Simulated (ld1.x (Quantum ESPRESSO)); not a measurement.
Before and after: TM potential for barium (Ba)

* Element: Ba (Z = 56)
* Generator: ld1.x (Quantum ESPRESSO) 7.5
* Type: norm-conserving Troullier–Martins (Kleinman–Bylander form)
* Functional: PBE
* Relativity: scalar-relativistic
* Frozen core: [Xe]
* Valence charge: 2
* Reference configuration: 5d0 6s1.5 6p0.5
* Partial waves: 6s (bound): rc 4.20 bohr; 6p (bound): rc 4.20 bohr; 5d (bound, empty): rc 2.80 bohr
* Local potential: all-electron potential smoothed inside 2.35 bohr (lloc = -1)
* Core correction: none

Change: local potential all-electron potential smoothed inside 4.36 bohr (lloc = -1).

Cutoffs: the cutoffs (Ry, on a coarse ladder) from which the occupation-weighted sum of valence levels, in a spherical-Bessel basis at the reference potential, stays within 10 and 1 mRy of its value at 400 Ry; they do not see the model core or the augmentation charge, which bear on the density cutoff. Errors are all-electron minus pseudo energies relative to the spin-unpolarised reference configuration.

How do hardness, ghosts and transferability respond?

Both files are so soft that the ladder of cutoffs tells neither apart; the bound ghost in p, s disappears; of the 7 tests that both files solve, the error grows in 1 and shrinks in 0 by more than 15 % and 0.3 meV (median size 4.1 → 4.5 meV). In the separable form a ghost depends on how the local part lies against the semilocal potential of the channel, so the choice of the local part can create or remove one.

| quantity | base | changed |
| --- | --- | --- |
| cutoff, loose | 6 Ry | 6 Ry |
| cutoff, tight | 6 Ry | 6 Ry |
| bound ghosts | s, p | none |
| error for 5d0 6s2 6p0, meV [ΔE -1.00 eV] | +3.4 | +3.1 |
| error for 5d0 6s1 6p0, meV [ΔE 4.36 eV] | -3.4 | -4.5 |
| error for 5d0 6s1.5 6p0, meV [ΔE 1.13 eV] | -2.6 | -2.7 |
| error for 5d0 6s0 6p1, meV [ΔE 6.96 eV] | +96 | +97 |
| error for 5d1 6s1 6p0, meV [ΔE 0.33 eV] | +318 | +315 |
| error for 5d0 6s1 6p1, meV [ΔE 1.03 eV] | +4.1 | +4.1 |
| error for 5d0 6s0 6p2, meV [ΔE 3.14 eV] | +53 | +54 |

 A true bound ghost makes a file unfit for plane-wave use even where its test errors are small: the radial tests pick states by their node count and pass the ghost by.
